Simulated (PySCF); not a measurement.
The numbers below are computed, except where a source is named.
CH6NO2Si

The system: CH6NO2Si, a small molecule (built as: Si site whose three back bonds go to OH, NH2, OCH3); neutral, doublet. The structure, one conformer, was relaxed in the gas phase by PBE0-D3(BJ)/def2-SVP. No frequency run checks that it is a minimum.

SMILES: CO[Si](N)O

```xyz
11

Si   -0.569   -0.046   -0.877
O    -0.822   -1.501   -1.648
N    -1.723    0.043    0.404
O     1.012   -0.152   -0.335
C     1.559    0.679    0.651
H    -0.012   -1.918   -1.961
H    -2.259    0.891    0.547
H    -2.282   -0.785    0.591
H     0.868    0.816    1.502
H     2.485    0.217    1.030
H     1.819    1.676    0.252
```
Atoms count from 1 in this order.

EPR values by unrestricted B3LYP, IGLO-III on C N O Si, pcH-1 on H.

Question: Predict g and the largest hyperfine couplings. Where does the spin sit?

Answer: g = 2.0010, 2.0016, 2.0021. The spin sits on Si1 (83 %, bonded to 1 N + 2 O) by Mulliken populations.
```csv
atom,isotope,isotropic (MHz),"dipolar, principal values (MHz)"
Si1,29Si,-885.8,"-113.3, 55.6, 57.7"
O4,17O,-52.0,"-33.3, 16.3, 17.1"
O2,17O,-34.4,"-23.8, 11.5, 12.3"
N3,14N,37.2,"-4.8, -4.4, 9.2"
H8,1H,21.1,"-7.0, -1.8, 8.8"
H7,1H,-4.7,"-8.4, -4.0, 12.4"
```

Question: How do the isotropic couplings move with BHandHLYP?

Answer: Si1 -885.8 to -923.7 MHz, O4 -52.0 to -56.2 MHz, O2 -34.4 to -37.5 MHz, N3 37.2 to 36.7 MHz.
